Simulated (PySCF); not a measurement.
**Multinuclear NMR of C₄H₁₁ClO₂Si₂**

Mapped SMILES: `[CH3:1][C@H:2]([Cl:3])/[C:4](=[CH:5]/[O:6][SiH3:7])[O:8][SiH3:9]`. Each H is labelled by its parent atom.

[PySCF 2.14.0 with density-fitted response routines: shielding tensors at PBE0/pcSseg-1 (GIAO); GFN2-xTB structure; fast rotation and ring inversion assumed for equivalent nuclei; single conformer; no relativistic terms; no solvent]

(1) What are the 29Si shifts?

(2) Predict the 17O NMR data.

## Answers

(1) 
```json
{"atoms": "Si7", "environment": "silicon bonded to O, 3 H", "σ (ppm)": "386.0", "δ (ppm)": "-37.3"}
{"atoms": "Si9", "environment": "silicon bonded to O, 3 H", "σ (ppm)": "391.4", "δ (ppm)": "-41.8"}
```

Shieldings were converted by a linear fit to measured shifts: 29Si (scatter 8.9 ppm rms, 25.8 ppm with the 6 outliers that the fit left out vs TMS, solution or neat liquid). A few per cent of atoms miss by over 2 rms, more outside the fitted compound classes.

On a 400 MHz spectrometer 29Si resonates near 79.5 MHz, so 1 ppm is 79.5 Hz.

(2) 
```json
{"atoms": "O6", "environment": "oxygen bonded to C, Si", "σ (ppm)": "263.4", "δ (ppm)": "26.8"}
{"atoms": "O8", "environment": "oxygen bonded to C, Si", "σ (ppm)": "272.9", "δ (ppm)": "18.1"}
```

Shieldings were converted by a linear fit to measured shifts: 17O (scatter 10.7 ppm rms, 12.2 ppm with the 3 outliers that the fit left out vs liquid water, solution or neat liquid). A few per cent of atoms miss by over 2 rms, more outside the fitted compound classes.

On a 500 MHz spectrometer 17O resonates near 67.8 MHz, so 1 ppm is 67.8 Hz.
